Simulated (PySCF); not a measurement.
## Calculated data, H3NOSi2, ClFH2NSi, H5N2OSi, FH3NOSi

Computed with PySCF 2.14.0. Calculation on a computer-drawn molecule: the log of a Hartree-Fock and frozen-core CCSD(T) single point meant for a local Hartree-Fock minimum, with one planted fault or none, to be diagnosed. Offsets are logged minus clean, where the clean run is the same molecule without the fault. The reference is restricted for singlets and unrestricted otherwise, and also for a bond in bohr or an excited solution. Adding or removing an electron swaps singlet and doublet. The excited solution moves the top pair (singlet) or top alpha electron (doublet) to the lowest empty orbital. Highest occupied and lowest empty are orbital energies over both spins, largest force is the largest gradient component, triples share is (T) over the correlation energy, the T1 limit is 0.02 restricted and 0.045 unrestricted, electrons count all cores, a negative frequency is imaginary (commonest isotopes), and the dipole is about the centre of nuclear charge.

Common to all runs: meant charge 0; meant basis cc-pV(D+d)Z; logged SCF converged yes; logged CC converged yes; logged SCF stable within its kind yes; possible faults no fault, one electron removed, one electron added, multiplicity raised by two, geometry at a saddle point, SCF held on an excited solution, minimal basis STO-3G, one bond length entered in bohr, all coordinates scaled.

(1) H3NOSi2

Logged structure:
```xyz
7
H3NOSi2
N      1.1666     0.2127    -0.2741
Si    -0.0522    -0.3932     0.7084
O      0.1598    -1.3968     1.8076
Si    -2.2498     0.4742     0.3644
H      1.0369     0.8863    -1.0029
H      2.1201    -0.0876    -0.1857
H     -2.5732    -0.6568    -0.5884
```

| Quantity | Value |
| --- | --- |
| meant multiplicity | 1 |
| logged electrons | 46 |
| logged basis functions | 89 |
| logged spin squared | 0 |
| logged highest occupied | -9.2064 eV |
| logged lowest empty | -0.34 eV |
| logged largest force | 2.35e-05 hartree/bohr |
| logged lowest frequency | 114.87 cm⁻¹ |
| logged T1 diagnostic | 0.022219 |
| logged D1 diagnostic | 0.067199 |
| logged triples share | 0.031013 |
| logged dipole magnitude | 5.2586 debye |
| logged energy HF | -708.91082 hartree |
| logged energy CCSD(T) | -709.48848 hartree |
| planted fault | no fault |
| HF energy offset from clean run | 0 kcal/mol |
| CCSD(T) energy offset from clean run | 0 kcal/mol |

Drawn bonds:
```
atom  other atom  order
   1           2      1
   2           3      2
   2           4      1
   1           5      1
   1           6      1
   4           7      1
```

Notes: T1 above single-reference limit.

(2) ClFH2NSi

Logged structure:
```xyz
6
ClFH2NSi
N     -2.0541     0.1406     1.1136
Si    -1.0781    -0.2479    -0.2169
F      0.1210    -1.1521     0.3639
Cl    -2.1808    -1.3542    -1.5714
H     -2.9422     0.5897     0.9966
H     -1.6354     0.3581     1.9987
```

| Quantity | Value |
| --- | --- |
| meant multiplicity | 2 |
| logged electrons | 49 |
| logged basis functions | 84 |
| logged spin squared | 3.7597 |
| logged highest occupied | -3.0229 eV |
| logged lowest empty | -1.3335 eV |
| logged largest force | 0.076688 hartree/bohr |
| logged T1 diagnostic | 0.025215 |
| logged D1 diagnostic | 0.14111 |
| logged triples share | 0.022768 |
| logged dipole magnitude | 1.1568 debye |
| logged energy HF | -903.35025 hartree |
| logged energy CCSD(T) | -903.9382 hartree |
| planted fault | multiplicity raised by two |
| HF energy offset from clean run | 161.5 kcal/mol |
| CCSD(T) energy offset from clean run | 175.7 kcal/mol |

Drawn bonds:
```
atom  other atom  order
   1           2      1
   2           3      1
   2           4      1
   1           5      1
   1           6      1
```

(3) H5N2OSi

Logged structure:
```xyz
9
H5N2OSi
N     -1.6745    -0.9643     1.3514
Si    -1.0677     0.6063     0.9891
N     -2.3716     1.6669     1.3394
O      0.3224     0.7847     1.8754
H     -2.5545    -1.2342     0.9517
H     -1.0363    -1.7383     1.3287
H     -2.3191     2.6274     1.0581
H     -2.8614     1.5795     2.2126
H      0.2731     0.5842     2.8004
```

| Item | Value |
| --- | --- |
| meant multiplicity | 2 |
| logged electrons | 41 |
| logged basis functions | 90 |
| logged spin squared | 3.7611 |
| logged highest occupied | -2.3561 eV |
| logged lowest empty | 0.23576 eV |
| logged largest force | 0.062028 hartree/bohr |
| logged T1 diagnostic | 0.020092 |
| logged D1 diagnostic | 0.091061 |
| logged triples share | 0.02479 |
| logged dipole magnitude | 3.0534 debye |
| logged energy HF | -475.4427 hartree |
| logged energy CCSD(T) | -476.0757 hartree |
| planted fault | multiplicity raised by two |
| HF energy offset from clean run | 152 kcal/mol |
| CCSD(T) energy offset from clean run | 165.5 kcal/mol |

Drawn bonds:
```
atom  other atom  order
   1           2      1
   2           3      1
   2           4      1
   1           5      1
   1           6      1
   3           7      1
   3           8      1
   4           9      1
```

(4) H5N2OSi

Structure as in entry 3.

| Quantity | Value |
| --- | --- |
| meant multiplicity | 2 |
| logged electrons | 42 |
| logged basis functions | 90 |
| logged spin squared | 0 |
| logged highest occupied | 0.79667 eV |
| logged lowest empty | 9.6857 eV |
| logged largest force | 0.13072 hartree/bohr |
| logged T1 diagnostic | 0.015481 |
| logged D1 diagnostic | 0.062295 |
| logged triples share | 0.024544 |
| logged dipole magnitude | 4.9234 debye |
| logged energy HF | -475.61589 hartree |
| logged energy CCSD(T) | -476.30348 hartree |
| planted fault | one electron added |
| HF energy offset from clean run | 43.3 kcal/mol |
| CCSD(T) energy offset from clean run | 22.6 kcal/mol |

Drawn bonds:
```
atom  other atom  order
   1           2      1
   2           3      1
   2           4      1
   1           5      1
   1           6      1
   3           7      1
   3           8      1
   4           9      1
```

Notes: highest electron not bound in this basis.

(5) H5N2OSi

Logged structure:
```xyz
9
H5N2OSi
N     -1.6745    -0.9643     1.3514
Si    -1.0677     0.6063     0.9891
N     -2.3716     1.6669     1.3394
O      0.3224     0.7847     1.8754
H     -2.5545    -1.2342     0.9517
H     -1.0363    -1.7383     1.3287
H     -2.3191     2.6274     1.0581
H     -3.2973     1.5018     2.9895
H      0.2731     0.5842     2.8004
```

| Property | Result |
| --- | --- |
| meant multiplicity | 2 |
| logged electrons | 41 |
| logged basis functions | 90 |
| logged spin squared | 1.3763 |
| logged highest occupied | -8.9899 eV |
| logged lowest empty | 2.0355 eV |
| logged largest force | 0.030991 hartree/bohr |
| logged T1 diagnostic | 0.049064 |
| logged D1 diagnostic | 0.2928 |
| logged triples share | 0.029536 |
| logged dipole magnitude | 1.0157 debye |
| logged energy HF | -475.55948 hartree |
| logged energy CCSD(T) | -476.21112 hartree |
| planted fault | one bond length entered in bohr, row 7 of the drawn bonds |
| HF energy offset from clean run | 78.7 kcal/mol |
| CCSD(T) energy offset from clean run | 80.55 kcal/mol |

Drawn bonds:
```
atom  other atom  order
   1           2      1
   2           3      1
   2           4      1
   1           5      1
   1           6      1
   3           7      1
   3           8      1
   4           9      1
```

Notes: T1 above single-reference limit.

(6) FH3NOSi

Logged structure:
```xyz
7
FH3NOSi
N     -0.7147    -0.0232     0.6229
Si     0.2332    -0.3792    -0.7475
O      1.2564    -1.6119    -0.4047
F     -0.6214    -0.9479    -1.9943
H     -1.2000    -0.7713     1.0880
H     -1.2664     0.8141     0.6350
H      1.8249    -1.5174     0.3450
```

| Property | Result |
| --- | --- |
| meant multiplicity | 2 |
| logged electrons | 41 |
| logged basis functions | 80 |
| logged spin squared | 0.7525 |
| logged highest occupied | -9.5755 eV |
| logged lowest empty | 2.0797 eV |
| logged largest force | 1.243e-05 hartree/bohr |
| logged lowest frequency | 192.75 cm⁻¹ |
| logged T1 diagnostic | 0.013508 |
| logged D1 diagnostic | 0.054347 |
| logged triples share | 0.020182 |
| logged dipole magnitude | 3.1885 debye |
| logged energy HF | -519.54336 hartree |
| logged energy CCSD(T) | -520.19735 hartree |
| planted fault | ? |

Drawn bonds:
```
atom  other atom  order
   1           2      1
   2           3      1
   2           4      1
   1           5      1
   1           6      1
   3           7      1
```

To be estimated
1. FH3NOSi (entry 6): planted fault?

Calculated values
1. no fault

Further results for FH3NOSi (entry 6):

| Quantity | Value |
| --- | --- |
| HF energy offset from clean run | 0 kcal/mol |
| CCSD(T) energy offset from clean run | 0 kcal/mol |
